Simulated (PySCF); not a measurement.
**Question.** Write Cartesian coordinates for (SiH3)2PPF2, `[SiH3]P(P(F)F)[SiH3]` as optimised with PBE0-D3(BJ)/def2-SVP.

**Answer.** 
```xyz
12
F2H6P2Si2 angstrom
F     -0.3610    3.3150   -0.1359
P     -0.1492    1.9035   -0.8826
F      1.4390    2.0471   -1.1733
P      0.0014    0.6059    0.9369
Si     1.5794   -0.7932    0.1009
Si    -1.7642   -0.7163    0.3969
H      1.4640   -0.9510   -1.3805
H      1.3366   -2.1171    0.7497
H      2.9326   -0.2884    0.4611
H     -1.9013   -1.7323    1.4800
H     -1.5878   -1.4108   -0.9165
H     -2.9882    0.1366    0.3382
```

Orientation and origin are arbitrary. Atoms count from 1 in this order. Si5 (SiH3 silicon) is distorted tetrahedral (angles from 105.9° to 112.1°). P2 (three-coordinate phosphorus) is pyramidal (angles 98.0°, 97.7° and 97.5°, sum 293.3°, 0.87 Å off the plane of its three neighbours). P4 (three-coordinate phosphorus) is pyramidal (angles 96.0°, 95.4° and 95.3°, sum 286.7°, 1.17 Å off the plane of its three neighbours).

Bonds between heavy atoms (Å): F1–P2 1.611, P2–F3 1.621, P2–P4 2.240, P4–Si5 2.269, P4–Si6 2.271.

Computed, not measured: PBE0-D3(BJ)/def2-SVP geometry optimisation, gas phase in PySCF.

Point group: C1 (no symmetry element, even within 0.4 Å). Whether it is a minimum is left open (no frequencies). The numbers are those of one conformer (F1–P2–P4–Si5 -143°).
